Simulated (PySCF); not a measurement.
Isomers of C3H4O3Si. Level of theory: TDDFT CAM-B3LYP/def2-SVPD, vertical, gas phase, core orbitals frozen in the response (PySCF 2.14.0, density-fitted response routines). Geometries: GFN2-xTB; one conformer of each isolated species. Triplets are in the Tamm–Dancoff approximation.

Task: Rank by computed lowest triplet energy, highest first.
A. `O=C[C@@H]1OC(=O)[SiH2]1`
B. `O=C1OC=CO[SiH2]1`
C. `O=C1CC(=O)[SiH2]O1`
D. `C(=O)(O)C#C[SiH2]O`
E. `C=C1O[SiH2]OC1=O`

Result: D (4.35 eV), B (3.97 eV), A (3.67 eV), E (3.49 eV), C (2.65 eV).

```json
{"SMILES": "O=C(O)C#C[SiH2]O", "T1 (eV)": "4.35", "gap (eV)": "9.15", "HOMO (eV)": "-9.88", "LUMO (eV)": "-0.73", "S1 (eV)": "4.81", "S1 mainly": "H→L (92%)"}
{"SMILES": "O=C1OC=CO[SiH2]1", "T1 (eV)": "3.97", "gap (eV)": "8.18", "HOMO (eV)": "-8.32", "LUMO (eV)": "-0.14", "S1 (eV)": "4.69", "S1 mainly": "H-1→L (94%)"}
{"SMILES": "O=C[C@@H]1OC(=O)[SiH2]1", "T1 (eV)": "3.67", "gap (eV)": "8.75", "HOMO (eV)": "-9.47", "LUMO (eV)": "-0.72", "S1 (eV)": "4.23", "S1 mainly": "H→L (62%)"}
{"SMILES": "C=C1O[SiH2]OC1=O", "T1 (eV)": "3.49", "gap (eV)": "8.54", "HOMO (eV)": "-8.91", "LUMO (eV)": "-0.37", "S1 (eV)": "5.10", "S1 mainly": "H-1→L (94%)"}
{"SMILES": "O=C1CC(=O)[SiH2]O1", "T1 (eV)": "2.65", "gap (eV)": "7.95", "HOMO (eV)": "-8.86", "LUMO (eV)": "-0.92", "S1 (eV)": "3.29", "S1 mainly": "H→L (94%)"}
```

H and L stand for HOMO and LUMO.

- `O=C(O)C#C[SiH2]O`: Löwdin shares by element: HOMO carbon 49% or more, oxygen 39% or more; LUMO carbon 61%, oxygen 18% or more (atoms not listed hold the other 21%).
- `O=C1OC=CO[SiH2]1`: Löwdin shares by element: HOMO carbon 53% or more, oxygen 34% or more; LUMO oxygen 37% or more, carbon 34% or more, silicon 14% (atoms not listed hold the other 15%).
- `O=C[C@@H]1OC(=O)[SiH2]1`: Löwdin shares by element: HOMO oxygen 55% or more, carbon 26% or more (atoms not listed hold the other 20%); LUMO carbon 33% or more, silicon 23%, oxygen 17% or more (atoms not listed hold the other 28%).
- `C=C1O[SiH2]OC1=O`: Löwdin shares by element: HOMO carbon 59% or more, oxygen 28% or more; LUMO carbon 61%, oxygen 17% or more (atoms not listed hold the other 22%).
- `O=C1CC(=O)[SiH2]O1`: Löwdin shares by element: HOMO oxygen 46% or more, carbon 28% or more, silicon 10% (atoms not listed hold the other 16%); LUMO carbon 46% or more, oxygen 30% or more, silicon 11%.
